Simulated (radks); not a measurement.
Valence configurations of neutral ytterbium (all share [Xe]). Method: Dirac Kohn-Sham, PBE, spin-unpolarised, spherical densities, point nucleus; open shells fill j = l - 1/2 first; computed with a radial shooting solver on a logarithmic mesh with Libxc functionals. Energies are relative to 4f14 6s2; eigenvalues in eV.

valence           E (eV)  e(4f5/2)  e(4f7/2)  e(5d3/2)  e(6p1/2)  e(6s1/2)
4f14 6s2           0.000    -3.759    -2.443         -         -    -3.923
4f13.5 6s2 6p0.5   1.527    -8.259    -6.905         -    -1.845    -4.866
4f14 5d1 6s1       3.160    -3.392    -2.076    -0.743         -    -3.918
4f13 5d1 6s2       4.178   -10.180    -8.790    -1.977         -    -4.528
4f14 5d1.5 6s0.5   4.749    -3.337    -2.022    -0.795         -    -3.973
4f13 6s2 6p1       5.144   -13.231   -11.839         -    -2.359    -5.764
4f14 5d1 6p1       5.745    -4.380    -3.064    -1.424    -1.862         -
4f14 5d2           6.337    -3.329    -2.014    -0.871         -         -
4f13 5d1 6s1 6p1   7.241   -11.409   -10.019    -2.914    -2.095    -5.229
4f12.5 6s2 6p1.5  11.068   -18.551   -17.121         -    -2.847    -6.624

NIST lists [Xe] 4f14 6s2 as the ground configuration; this level of theory agrees among the configurations tried. The energies are those of spherical spin-averaged densities, not of single terms.
